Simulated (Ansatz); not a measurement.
Cartesian coordinates in Å:
```
C -2.677 -1.315 -0.302
C -1.474 -1.028 -0.793
Si -0.120 -0.335 0.263
S 0.398 1.611 -0.472
Si 2.410 1.628 0.239
H -3.473 -1.721 -0.920
H -2.919 -1.155 0.746
H -1.285 -1.200 -1.851
H 1.106 -1.178 0.216
H -0.600 -0.256 1.667
H 3.259 0.687 -0.535
H 2.909 3.014 0.066
H 2.467 1.250 1.675
```

Total charge 0; spin multiplicity 1.

Task: List the B3LYP/def2-TZVPP orbital energies in eV (Ansatz 0.2.0). (Best estimate.)

Result: Computed: Occupied: -2417.48, -1799.49, -1799.47, -277.36, -276.97, -215.54, -160.06, -160.02, -159.92, -143.98, -143.96, -99.33, -99.31, -99.28, -99.27, -99.26, -99.25, -21.24, -19.80, -16.23, -14.65, -14.09, -12.72, -11.46, -10.27, -10.19, -9.95, -9.45, -8.83, -8.62, -7.99, -7.14. Lowest empty: -1.07, 0.15, 0.23, 0.51, 0.77, 1.23, 1.32, 1.66.

B3LYP here is the variant with VWN-RPA as its local correlation; programs differ in this.
